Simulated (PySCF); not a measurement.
One molecule, one basis, several functionals.

Species: C₃H₉BrSi.
SMILES: `[SiH3]CCCBr`

Torsions of this conformer, `[SiH3:1][CH2:2][CH2:3][CH2:4][Br:5]`: Si1–C2–C3–C4 178°, C2–C3–C4–Br5 180°.

PySCF, def2-SVPD basis, density fitting, gas phase, PBE0-D3(BJ)/def2-SVP geometry; singlet excitations by full TDDFT with frozen cores, triplets by Tamm–Dancoff TDDFT and ionisation energies by ΔSCF, from the lowest of the holes tried. One functional is left out:

```
functional  exact exchange (%)  HOMO energy (eV)  LUMO energy (eV)  lowest singlet excitation (eV)  lowest triplet excitation (eV)  dipole moment (D)  mean polarisability (au)  vertical ionisation energy (eV)
       LDA                   0             -6.75             -1.35                            5.68                            5.22              1.922                      95.4                            10.45
       PBE                   0             -6.63             -1.16                            5.72                            5.20              1.890                      93.9                            10.23
      PBE0                  25             -7.92             -0.24                            6.18                            5.53              1.968                      90.2                            10.89
 BHandHLYP                  50             -9.04              0.56                            6.44                            5.78              2.049                      87.5                            10.20
```

Problem. Predict the row of B3LYP (20 % exact exchange) by straight lines through the other rows, and check it.

Solution. 
```csv
property,line,computed,computed − line,"PBE0 (25 %), for comparison"
HOMO energy (eV),-7.64,-7.66,-0.02,-7.92
LUMO energy (eV),-0.50,-0.49,+0.01,-0.24
lowest singlet excitation (eV),6.02,6.03,+0.01,6.18
lowest triplet excitation (eV),5.45,5.45,0.00,5.53
dipole moment (D),1.961,1.954,-0.007,1.968
mean polarisability (au),91.6,90.9,-0.7,90.2
vertical ionisation energy (eV),10.44,10.33,-0.11,10.89
```
